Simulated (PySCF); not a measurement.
Compound: C4H8OP2.
Structure used (PBE0-D3(BJ)/def2-SVP), in Å, numbered top down from 1:
```xyz
15
C4H8OP2 angstrom
C     -2.7279   -0.5496   -0.0373
C     -1.6417   -0.0152   -0.6011
C     -0.3484    0.1689    0.0822
C      0.4886    1.4453   -0.2259
P      1.1798   -0.0734   -0.8825
O      1.2271   -0.4320   -2.3343
P      2.7255   -0.7693    0.5102
H     -3.6535   -0.6762   -0.6035
H     -2.7292   -0.8810    1.0057
H     -1.6768    0.2973   -1.6517
H     -0.3282   -0.1602    1.1278
H      0.0508    2.1174   -0.9730
H      0.9461    1.9683    0.6198
H      2.6866   -2.0932   -0.0229
H      3.7831   -0.3622   -0.3593
```

Linear response at PBE0/def2-SVPD (PySCF, frozen core in the response, non-relativistic).

Static isotropic polarisability: 105.93 au (15.70 Å³), principal values 85.6, 93.1, 139.1 au.

(1) What is the polarisability at 1064 nm and at the sodium D line?

(2) What is the isotropic C6 coefficient between two such molecules, C6 = (3/π)∫α(iω)² dω?

(3) Which effective excitation energy ω̄ makes London's formula C6 = (3/4)α²ω̄ exact here?

(4) The lowest 10 singlets have (eV, f): 5.13, 0.049; 5.70, 0.089; 5.83, 0.255; 5.91, 0.022; 6.10, 0.072; 6.23, 0.043; 6.41, 0.048; 6.50, 0.003; 6.67, 0.054; 6.77, 0.020. What share of the static polarisability do they carry in the sum over states α = Σ f/ω²?

(5) How anisotropic is the static polarisability, by Δα² = ½[(α1 − α2)² + (α2 − α3)² + (α3 − α1)²]?

(6) How many electrons N does the Slater–Kirkwood formula C6 = (3/4)·√N·α^(3/2) need to give this C6?

(7) What molar refraction at the D line follows from R = (4π/3)·N_A·α′, with α′ the polarisability volume?

(8) What three-body coefficient follows from the one-pole estimate C9 = (3/4)·α·C6?

Results:

(1) 107.35 au at 1064 nm (+1.3 %), 110.82 au at 589.3 nm (+4.6 %). The rise at 589.3 nm is 3.46 times that at 1064 nm; a pure ω² law gives 3.26. The lowest singlet lies at 242 nm, shorter than both wavelengths.

(2) 3889 au (Eh·bohr⁶) by a ten-point quadrature over imaginary frequencies, which is 2320 eV·Å⁶ or 224 J·nm⁶/mol.

(3) ω̄ = 4·C6/(3α²) = 0.462 Eh = 12.6 eV. A one-pole form α(ω) = α/(1 − ω²/ω̄²) fitted to the 1064 nm value gives 10.2 eV. London's choice of the ionisation energy (8.64 eV, ΔSCF at the same level) gives C6 = 2670 au, 31 % too low.

(4) 13.80 au, 13.0 % of α; the largest term, 5.55 au, is that of the state at 5.83 eV. Their oscillator strengths add up to 0.65. Higher states carry the rest.

(5) Δα = 50.2 au, or 0.47 of the isotropic value.

(6) N = (4·C6/3)²/α³ = 22.6; the species has 70 electrons in all.

(7) α′ = 16.42 Å³ gives R = 41.43 cm³/mol, for isolated, non-vibrating species.

(8) 309000 au. This is an estimate from the two numbers above, not a computed integral.

One conformer stands for the species.
